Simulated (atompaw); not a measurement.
# technetium (Tc): one change to a PAW (atompaw) potential, before and after

Tc, PAW, made with atompaw 4.2.0.5 (PBE, scalar-relativistic). Core [Kr], reference 4d5 5s1.75 5p0.25. Waves: 5s (bound); 5s channel at 2.65 Ry; 5p (bound); 5p channel at 1.15 Ry; 4d (bound); 4d channel at 0.05 Ry. Local part: ultrasoft scheme with l = 3 at 0 Ry, radius 2.40 bohr. Core correction: smooth core density matched at 1.95 bohr. Augmentation charge: sinc compensation charge, radius 2.30 bohr; PAW radius 3.00 bohr; waves and projectors: bloechl.

Change: local potential ultrasoft scheme with l = 3 at 0 Ry, radius 2.68 bohr.

Cutoffs: the cutoffs (Ry, on a coarse ladder) from which the occupation-weighted sum of valence levels, in a spherical-Bessel basis at the reference potential, stays within 10 and 1 mRy of its value at 400 Ry; they do not see the model core or the augmentation charge, which bear on the density cutoff.

Question: What does the change do?

Answer: The potential gets softer (25 Ry and 30 Ry → 21 Ry and 30 Ry); both files keep a bound ghost (p); the range in which the s phases agree widens (upper end 1.3 → 2.8).

```tsv
quantity	base	changed
cutoff, loose	25 Ry	21 Ry
cutoff, tight	30 Ry	30 Ry
bound ghosts	p	p
s: phases at 3.02 bohr within 0.05 rad from the reference energy up to (Ry; the scan ends near 5)	1.3	2.8
p: phases at 3.02 bohr within 0.05 rad from the reference energy up to (Ry; the scan ends near 5)	3.8	3.8
d: phases at 3.02 bohr within 0.05 rad from the reference energy up to (Ry; the scan ends near 5)	to the end of the scan	to the end of the scan
lowest overlap eigenvalue by channel	s 0.39, p 0.03, d 1.00	s 0.44, p 0.03, d 1.00
```

 A true bound ghost makes a file unfit for plane-wave use even where its test errors are small: the radial tests pick states by their node count and pass the ghost by. The cutoffs see the waves, projectors and local potential, not the compensation charge or the core.
